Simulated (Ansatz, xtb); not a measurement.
# BHSbSi−: where a starting geometry ends

The starting geometry of this gas-phase singlet has its atoms placed at random.

| atom | x (Å) | y (Å) | z (Å) |
| --- | --- | --- | --- |
| B | -0.6646 | -0.0285 | 0.8891 |
| Sb | 1.1640 | 1.1128 | 0.7519 |
| Si | -0.8429 | 0.4790 | -1.3807 |
| H | 0.3213 | -0.5066 | -0.4622 |

Q: Guess where an optimisation with r2SCAN-D4/def2-SVPD ends from this start.

A: It ends as a structure given below by its coordinates. Distances that change by over a tenth: Sb2–Si3 (3.00 → 3.95 Å), Sb2–H4 (2.19 → 4.50 Å). Contacts that close: B1–Si3 (2.33 → 1.94 Å), Si3–H4 (1.78 → 1.55 Å).

The energy falls by 2.48 eV over 17 steps:

| step | E − E(last) (eV) |
| --- | --- |
| 1 | 2.480 |
| 3 | 0.911 |
| 5 | 0.456 |
| 6 | 0.396 |
| 8 | 0.238 |
| 10 | 0.086 |
| 12 | 0.001 |
| 13 | 0.001 |
| 15 | 0.000 |
| 17 | 0.000 |

Final geometry (Å):

```xyz
4

B     0.1417    0.6965    0.3348
Sb    1.2257    1.6446    1.7539
Si   -1.0726    0.0192   -1.0113
H    -0.3171   -1.3036   -1.2794
```

From the same start GFN2-xTB reaches the same bonding as this run.

From so rough a start the end depends on the optimiser's path, so another program may land elsewhere. No frequencies were run, so the end isn't proven a minimum. Atoms past krypton carry core potentials, without spin–orbit terms. Run with Ansatz 0.2.0, 25 s on 1 thread of Intel(R) Xeon(R) 6975P-C (Granite Rapids) (shared host).
